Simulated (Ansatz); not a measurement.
Strength of the O–Si bond: C2H8OSi → C2H5O + SiH3

Species: C2H8OSi `CCO[SiH3]`, singlet; C2H5O (ethoxy radical) `CC[O]`, doublet; SiH3 (silyl radical) `[SiH3]`, doublet. 

Shapes, held fixed at every level: PBE0-D4/def2-TZVP. Flexible molecules stand in one conformer, not always the lowest. Programs: Ansatz 0.2.0. The zero-point and thermal change to 298 K, harmonic and unscaled (PBE0-D4/def2-TZVP), is -21.0 kJ/mol.

Task: Estimate ΔH(298 K) of this reaction.

Result: The highest level, CCSD(T)/CBS estimate, gives ΔH(298 K) = +471.6 kJ/mol; the levels span +321.2 to +471.6. The column of differences is taken from that level and isn't an error. Hartree–Fock misses the correlation of the pair that is broken and comes out low. No measured value is set beside it here. Open shells run unrestricted. The CBS estimate extrapolates MP2 from def2-TZVPP and def2-QZVPP and adds CCSD(T) − MP2 in the triple-zeta set, cores frozen. CCSD(T)/CBS estimate lies outside the range of all other levels here, so it shouldn't be taken on trust.

```tsv
level	kind	ΔH(298 K) (kJ/mol)	less CCSD(T)/CBS estimate
MP2/def2-SVP	perturbation theory	+459.5	-12.1
HF/def2-SVP	Hartree–Fock	+321.2	-150.4
HF/def2-TZVPP	Hartree–Fock	+334.2	-137.4
r2SCAN-D4/def2-TZVPP	meta-GGA	+424.4	-47.2
r2SCAN0-D4/def2-TZVPP	global hybrid	+424.6	-47.0
B2PLYP/def2-TZVPP	double hybrid	+448.0	-23.6
CCSD/def2-TZVPP	coupled cluster or CI	+446.3	-25.3
CCSD(T)/CBS estimate	coupled cluster or CI	+471.6	0.0
```
